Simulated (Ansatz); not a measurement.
The same hydrolysis along the group F, Cl, Br.

Gas-phase electronic energies from Ansatz, PBE0-D4/def2-TZVP geometries. CCSD(T)/CBS is the MP2 limit (def2-TZVPP, def2-QZVPP) plus CCSD(T) − MP2 in def2-TZVPP, frozen cores. This one scheme is used for every species. Functionals use def2-TZVPP. B3LYP here is the variant with VWN-RPA as its local correlation; programs differ in this. For Br, Ge outer-core shells are correlated without core-valence functions, which leaves a few kJ/mol of doubt a bond. Scalar relativity is left out up to krypton. One conformer a species, not always the lowest.

```json
{"reaction": "`[BH2][GeH2][F]` + H₂O → `[BH2][GeH2][OH]` + H–F", "B3LYP-D4 (kcal/mol)": "9.3", "r2SCAN-D4 (kcal/mol)": "9.3", "PBE-D4 (kcal/mol)": "8.7", "PBE0-D4 (kcal/mol)": "8.5"}
{"reaction": "`[BH2][GeH2][Cl]` + H₂O → `[BH2][GeH2][OH]` + HCl", "B3LYP-D4 (kcal/mol)": "13.0", "r2SCAN-D4 (kcal/mol)": "13.0", "PBE-D4 (kcal/mol)": "13.3", "PBE0-D4 (kcal/mol)": "14.2"}
{"reaction": "`[BH2][GeH2][Br]` + H₂O → `[BH2][GeH2][OH]` + HBr", "B3LYP-D4 (kcal/mol)": "15.2", "r2SCAN-D4 (kcal/mol)": "15.2", "PBE-D4 (kcal/mol)": "15.7", "PBE0-D4 (kcal/mol)": "16.7"}
```

Question: Give the CCSD(T)/CBS values in the same order. (Estimate.)

Answer: The calculation gave: 8.0, 13.3, 15.8 kcal/mol.

Largest T1 diagnostic: 0.012, for `[BH2][GeH2][F]`.
